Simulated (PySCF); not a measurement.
# Spinor energies of Lu³⁵⁺ (lutetium, charge +35)

Start: [Kr]. Calculated with PySCF 2.14 in an even-tempered Gaussian basis (17 s from 3.7 bohr⁻², ratio 2.8; 14 p from 4.8 bohr⁻², ratio 2.8; 8 d from 8.6 bohr⁻², ratio 2.8; 4 f from 25 bohr⁻², ratio 3): generalised Hartree-Fock with the X2C-1e Hamiltonian and a Gaussian nucleus; one run each with spin-orbit coupling (SO) switched off, then screened by Boettger's factors.

| spinor shell | electrons | ε, spin-free (eV) | ε, screened SO (eV) | weight of nominal j (screened SO) | rms radius, screened SO (bohr) |
| --- | --- | --- | --- | --- | --- |
| 1s1/2 | 2 | -65119.7 | -65103.1 | 1.000 | 0.0219 |
| 2s1/2 | 2 | -12441.1 | -12435.9 | 1.000 | 0.0885 |
| 2p1/2 | 2 | -11122.8 | -11918.5 | 1.000 | 0.0753 |
| 2p3/2 | 4 | -11122.8 | -10794.7 | 1.000 | 0.0824 |
| 3s1/2 | 2 | -3968.4 | -3966.7 | 1.000 | 0.224 |
| 3p1/2 | 2 | -3563.2 | -3740.2 | 1.000 | 0.215 |
| 3p3/2 | 4 | -3563.2 | -3488.8 | 1.000 | 0.229 |
| 3d3/2 | 4 | -3081.5 | -3113.3 | 1.000 | 0.202 |
| 4s1/2 | 2 | -1765.5 | -1764.9 | 1.000 | 0.473 |
| 4p1/2 | 2 | -1610.1 | -1664.1 | 1.000 | 0.472 |
| 4p3/2 | 4 | -1610.1 | -1587.2 | 1.000 | 0.497 |

Problem. Where does 3d5/2 lie, and what is the 3d spin-orbit splitting (screened SO)?

Solution. At -3058.8 eV, 54.453 eV above 3d3/2.

```
   quantity     spin-free   screened SO
E (hartree)  -13854.34123  -13868.91931
        M_J             0             0
       ⟨J²⟩         0.000         0.000
       ⟨L²⟩         0.000         0.068
       ⟨S²⟩         0.000         0.068
```

Breit and QED terms are absent; they matter most for the inner s and p1/2 levels.

Densities and radii are taken from the X2C orbitals without a picture-change correction, which distorts them close to the nucleus.

Without spin-orbit coupling the j labels of p, d and f shells carry no meaning; the spin-free column gives the mean over the occupied spinors of each nl shell.
